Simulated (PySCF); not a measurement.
C₃H₁₀BFN₂ (SMILES CNB(F)N(C)C), singlet, at a GFN2-xTB geometry; CASSCF(2,3)/STO-3G (PySCF).

Input for PySCF:
```python
from pyscf import gto, scf, mcscf
import numpy

mol = gto.M(
    atom='''
B     0.071231   -0.345830    0.021022
F     0.593917   -1.311515    0.813626
N    -0.411186   -0.746670   -1.235225
C    -0.397526   -2.096560   -1.752425
H    -0.812646   -0.083228   -1.875788
H     0.191158   -2.157206   -2.673064
H    -1.413076   -2.444611   -1.965311
H     0.047955   -2.752384   -1.008989
N     0.058720    0.968296    0.526304
C     0.578407    1.293492    1.836312
C    -0.452225    2.128618   -0.160650
H     1.396194    2.017885    1.755039
H    -0.207121    1.730646    2.462386
H     0.951098    0.393561    2.315631
H    -1.262588    2.589476    0.415826
H     0.338618    2.876338   -0.290591
H    -0.835682    1.857627   -1.139860
''',
    basis='sto-3g',
    charge=0,
    spin=0,
    verbose=4,
)

mf = scf.RHF(mol)
mf.kernel()
mc = mcscf.CASSCF(mf, 3, 2)
mc.fix_spin_(ss=0.0)
mc = mc.newton()
mc.kernel()
occ = numpy.linalg.eigvalsh(mc.fcisolver.make_rdm1(mc.ci, mc.ncas, mc.nelecas))[::-1]
ss = mc.fcisolver.spin_square(mc.ci, mc.ncas, mc.nelecas)[0]
print('natural occupations', occ.round(4), ' <S^2>', round(ss, 4))
```

It wrote (shortened):

```
PySCF version 2.14.0

[INPUT] verbose = 4
[INPUT] num. atoms = 17
[INPUT] num. electrons = 56
[INPUT] charge = 0
[INPUT] spin (= nelec alpha-beta = 2S) = 0
[INPUT] symmetry False subgroup None
[INPUT] Mole.unit = angstrom
[INPUT] Symbol           X                Y                Z      unit          X                Y                Z       unit  Magmom
[...]
nuclear repulsion = 314.273823288916
number of shells = 31
number of NR pGTOs = 135
number of NR cGTOs = 45
basis = sto-3g
ecp = {}

******** <class 'pyscf.scf.hf.RHF'> ********
method = RHF
initial guess = minao
damping factor = 0
level_shift factor = 0
DIIS = <class 'pyscf.scf.diis.CDIIS'>
diis_start_cycle = 1
diis_space = 8
diis_damp = 0
SCF conv_tol = 1e-09
SCF conv_tol_grad = None
SCF max_cycles = 50
direct_scf = True
direct_scf_tol = 1e-13
Set gradient conv threshold to 3.16228e-05
Initial guess from minao.
init E= -349.38671312331
[...]
cycle= 1 E= -347.990050771739  delta_E=  1.4  |g|= 0.469  |ddm|= 4.94
[...]
cycle= 2 E= -348.075677706144  delta_E= -0.0856  |g|= 0.104  |ddm|= 0.78
[...]
cycle= 3 E= -348.079664136908  delta_E= -0.00399  |g|= 0.0267  |ddm|= 0.16
[...]
cycle= 4 E= -348.080018996563  delta_E= -0.000355  |g|= 0.00405  |ddm|= 0.0573
[...]
cycle= 5 E= -348.080029284397  delta_E= -1.03e-05  |g|= 0.00128  |ddm|= 0.00863
[...]
cycle= 6 E= -348.080030365645  delta_E= -1.08e-06  |g|= 0.000293  |ddm|= 0.00303
[...]
cycle= 7 E= -348.080030420888  delta_E= -5.52e-08  |g|= 4.84e-05  |ddm|= 0.000707
[...]
cycle= 8 E= -348.080030422724  delta_E= -1.84e-09  |g|= 9.67e-06  |ddm|= 0.000133
[...]
cycle= 9 E= -348.080030422785  delta_E= -6.04e-11  |g|= 2.85e-06  |ddm|= 2.13e-05
[...]
Extra cycle  E= -348.080030422787  delta_E= -2.16e-12  |g|= 1.11e-06  |ddm|= 5.28e-06
converged SCF energy = -348.080030422787

******** <class 'pyscf.mcscf.newton_casscf.CASSCF'> ********
CAS (1e+1e, 3o), ncore = 27, nvir = 15
max_cycle_macro = 50
max_cycle_micro = 10
conv_tol = 1e-07
conv_tol_grad = None
orbital rotation max_stepsize = 0.03
augmented hessian ah_max_cycle = 30
augmented hessian ah_conv_tol = 1e-12
augmented hessian ah_linear dependence = 1e-14
augmented hessian ah_level shift = 1e-08
augmented hessian ah_start_tol = 500
augmented hessian ah_start_cycle = 3
augmented hessian ah_grad_trust_region = 3
kf_trust_region = 3
kf_interval = 5
natorb = False
canonicalization = True
internal_rotation = False
******** <class 'pyscf.fci.addons.SpinPenaltyFCISolver'> ********
max. cycles = 50
conv_tol = 1e-08
davidson only = True
linear dependence = 1e-12
level shift = 0.001
max iter space = 12
nroots = 1
pspace_size = 400
spin = None

WARN: SO-CASSCF (Second order CASSCF) is an experimental feature. Its performance is bad for large systems.

CASCI E = -348.082405787128  dE = -348.08241  S^2 = 0.0000000
Set conv_tol_grad to 0.000316228
macro 1 (19 JK  14 micro), CASSCF E = -348.083932812756  dE = -0.001527  |grad|=0.0188  S^2 = 0.0000000
macro 2 (11 JK  7 micro), CASSCF E = -348.084502887082  dE = -0.0005701  |grad|=0.00816  S^2 = 0.0000000
macro 3 (11 JK  7 micro), CASSCF E = -348.085144947867  dE = -0.0006421  |grad|=0.00681  S^2 = 0.0000000
macro 4 (11 JK  7 micro), CASSCF E = -348.085607555788  dE = -0.0004626  |grad|=0.0038  S^2 = 0.0000000
macro 5 (7 JK  3 micro), CASSCF E = -348.085684351396  dE = -7.68e-05  |grad|=0.00147  S^2 = 0.0000000
macro 6 (10 JK  5 micro), CASSCF E = -348.085697865467  dE = -1.351e-05  |grad|=0.000147  S^2 = 0.0000000
macro 7 (12 JK  8 micro), CASSCF E = -348.085697831359  dE = 3.411e-08  |grad|=3.18e-05  S^2 = 0.0000000
newton CASSCF converged in 7 macro (16 KF 65 Hx) steps
CASSCF canonicalization
Density matrix diagonal elements [1.99032607 0.00689161 0.00278232]
CASSCF energy = -348.085697831359
CASCI E = -348.085697831359  E(CI) = -1.30583312539829  S^2 = 0.0000000
natural occupations [1.9908 0.0064 0.0028]  <S^2> 0.0
```
